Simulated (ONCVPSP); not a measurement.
**Varying the ONCV potential for Ta**

Base potential:

tantalum, optimised norm-conserving Vanderbilt (ONCV), made with ONCVPSP 4.0.1 (PBEsol, scalar-relativistic). Core [Xe] 4f14, reference 5d3 6s2. Waves: 6s: rc 2.80 bohr, ncon 4, nbas 7, qcut 2.1 1/bohr, 3 projectors, debl 3.8 Ha; p scattering state at 0.34 Ha: rc 2.25 bohr, ncon 3, nbas 6, qcut 3.1 1/bohr, 3 projectors, debl 1.9 Ha; 5d: rc 2.25 bohr, ncon 4, nbas 8, qcut 6.6 1/bohr, local; f scattering state at 0.28 Ha: rc 2.85 bohr, ncon 4, nbas 7, qcut 3.8 1/bohr, 2 projectors, debl 1.5 Ha. Local part: the d channel. Core correction: Teter function fitted to the true core (icmod 2), fcfact 0.6.

Cutoffs, loose and tight: the cutoffs (Ha) at which the residual kinetic energy of the hardest occupied pseudo-wave falls to 1 and 0.1 mHa per electron. They do not see the model core or the augmentation charge, which bear on the density cutoff. Test errors are all-electron minus pseudo excitation energies from the reference, over the configurations 5d3 6s1; 5d3 6s0; 5d2 6s0; 5d1 6s0. A dash means not determined; rows that change the core or the reference have their own tests. The largest error is taken over the tests solved by every variant that gives reliable tests at all: 5d2 6s0; 5d3 6s0; 5d3 6s1.

A true bound ghost makes a file unfit for plane-wave use even where its test errors are small: the radial tests pick states by their node count and pass the ghost by.

```tsv
change	outcome	cutoff, loose	cutoff, tight	bound ghosts	GHOST(+) flags above zero	largest test error (meV)
base	generated	13 Ha	16 Ha	p	s, f	-113
f: rc 2.36	generated	13 Ha	16 Ha	p	s, f	-113
f: rc 2.78	generated	13 Ha	16 Ha	p	s, f	-113
f: rc 3.26	generated	13 Ha	16 Ha	p	s	-113
f: rc 3.64	generated	13 Ha	16 Ha	p	s	-113
f: rc 4	generated	13 Ha	16 Ha	p	s	-113
```

(1) What comes out with this change to the base: f: rc 2.04?

## Answers

(1) outcome: failed: test_data: rc < rc(lloc) for l = 3. Not allowed.. Cause: the input breaks a rule of the program: no channel may have a smaller radius than the local channel.

Reading the sweep of the f radius (base included, trends over the rows without a ghost): Bound ghosts are found at 2.36, 2.78, 2.85, 3.26, 3.64, 4 bohr. Every judged row has one, so this setting neither creates nor removes them. The generation fails at 2.04 bohr.
